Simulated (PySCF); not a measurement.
**Magnetisability: `[BH3-][P@+]1(CCP)CCC(C)=C1[SiH3]`, C$_{7}$H$_{19}$BP$_{2}$Si**

Geometry:
```tsv
atom	x (Å)	y (Å)	z (Å)
B1	-0.085	-1.670	-2.078
P2	0.102	-0.635	-0.474
C3	1.691	0.289	-0.235
C4	2.883	-0.648	-0.365
P5	4.530	0.206	-0.213
C6	-0.160	-1.511	1.139
C7	-1.486	-0.983	1.702
C8	-1.840	0.305	1.004
C9	-2.968	1.098	1.574
C10	-1.137	0.627	-0.086
Si11	-1.384	2.092	-1.240
H12	0.104	-0.910	-2.977
H13	0.742	-2.526	-1.992
H14	-1.202	-2.088	-2.028
H15	1.727	1.059	-1.012
H16	1.682	0.789	0.739
H17	2.847	-1.430	0.401
H18	2.859	-1.152	-1.336
H19	4.173	0.996	0.882
H20	4.223	1.233	-1.106
H21	0.669	-1.294	1.817
H22	-0.190	-2.588	0.971
H23	-2.290	-1.703	1.525
H24	-1.427	-0.827	2.783
H25	-2.746	1.377	2.605
H26	-3.147	1.999	0.995
H27	-3.878	0.498	1.586
H28	-0.461	1.977	-2.367
H29	-2.772	2.131	-1.707
H30	-1.079	3.319	-0.490
```

Computed, not measured: PySCF, GIAO PBE/pcSseg-1 magnetisability, rotational g tensor and spin-rotation constants, non-relativistic, gas phase. Geometry: GFN2-xTB.

Task: How diamagnetic is it, and how anisotropic?

Result: Isotropic -2366 × 10⁻³⁰ J/T², or -142.5 × 10⁻⁶ cm³/mol; principal values -2526, -2312, -2261 × 10⁻³⁰ J/T², anisotropy 244 × 10⁻³⁰ J/T² (root of half the summed squared differences of the principal values). The susceptibility is in cgs units.

Task: Split it along the inertial axes a, b, c into diamagnetic and paramagnetic parts about the centre of mass, with the quadrupole moment.

Result: 
```
axis  χ (10⁻⁶ cm³/mol)  diamagnetic (10⁻⁶ cm³/mol)  paramagnetic (10⁻⁶ cm³/mol)  summed x² of all electrons (Å²)  quadrupole Θ (D Å)
   a            -144.9                     -1449.4                       1304.5                            636.4               +1.83
   b            -136.9                     -3285.6                       3148.7                            203.6              +12.63
   c            -145.7                     -3563.3                       3417.6                            138.1              -14.46
```
Anisotropies 2χaa − χbb − χcc = -7.2 and 2χbb − χaa − χcc = +16.8 × 10⁻⁶ cm³/mol. Θ is traceless in Buckingham's convention.

Task: And the rotational g tensor?

Result: 
```tsv
axis	rotational constant (GHz)	g	nuclear part	electronic part
a	1.0053	-0.0152	0.6009	-0.6161
b	0.3820	-0.0083	0.5567	-0.5651
c	0.3501	-0.0036	0.5585	-0.5620
```
Asymmetric top; isotopes 11B, 12C, 1H, 31P, 28Si; no vibrational averaging.
